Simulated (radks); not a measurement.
Valence configurations of the erbium ion Er+ (all share [Xe]). All-electron calculation, scalar-relativistic Kohn-Sham, LDA (Slater exchange, Perdew-Wang correlation), spin-unpolarised, spherical densities, finite nucleus; Fermi nuclear charge, rms radius 5.2516 fm. Program: a radial shooting solver on a logarithmic mesh with Libxc functionals. Energies are relative to 4f12 6s1; eigenvalues in eV.

| valence | E (eV) | e(4f) | e(5d) | e(6p) | e(6s) |
|---|---|---|---|---|---|
| 4f12 6s1 | 0.000 | -10.028 | - | - | -9.330 |
| 4f11 6s2 | 4.068 | -18.580 | - | - | -10.912 |
| 4f12.5 6s0.5 | 0.327 | -6.562 | - | - | -8.523 |
| 4f11 6s1 6p1 | 8.431 | -19.976 | - | -7.252 | -11.680 |
| 4f12 6p1 | 3.737 | -11.443 | - | -6.347 | - |
| 4f11 5d1 6s1 | 5.479 | -16.343 | -8.386 | - | -10.072 |
| 4f12 5d1 | 2.538 | -8.475 | -5.941 | - | - |
| 4f11.5 5d1.5 | 4.369 | -11.339 | -6.573 | - | - |
| 4f13 | 1.805 | -3.897 | - | - | - |
| 4f12 5d0.5 6s0.5 | 1.234 | -9.204 | -6.413 | - | -8.959 |

NIST lists [Xe] 4f12 6s1 as the ground configuration; this level of theory agrees among the configurations tried. The energies are those of spherical spin-averaged densities, not of single terms.
